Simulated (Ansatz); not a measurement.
BeBr₂, relaxed as a singlet with RKS PBE0-D4/def2-TZVP in Ansatz, starting from the GFN2-xTB geometry. Force threshold 0.02 eV/Å.

Start:

Cartesian coordinates in Å:
```
Be 0.001 0.001 -0.001
Br 0.376 0.972 1.645
Br -0.377 -0.973 -1.644
```

Problem. Estimate the energy that the relaxation releases and the steps that it takes.

Solution. 0.00 eV, in 3 steps; 2.9 s on 4 threads of Arm Neoverse V1 on a shared host. No frequencies were taken in this run, so the end may be a saddle point.

Problem. Does the start keep its bonding and symmetry?

Solution. By distances, no bond broke or formed. The bond that changes most is Be1–Br2, from 1.95 to 1.95 Å (atoms count from 1). Point group D∞h at the start, D∞h at the end, both within 0.05 Å.

Problem. Predict the relaxed structure.

Solution. 
```csv
atom,x (Å),y (Å),z (Å)
Be1,0.000,0.000,0.000
Br2,0.377,0.975,1.648
Br3,-0.377,-0.975,-1.648
```
Bond lengths: 2 × Be–Br 1.95 Å.
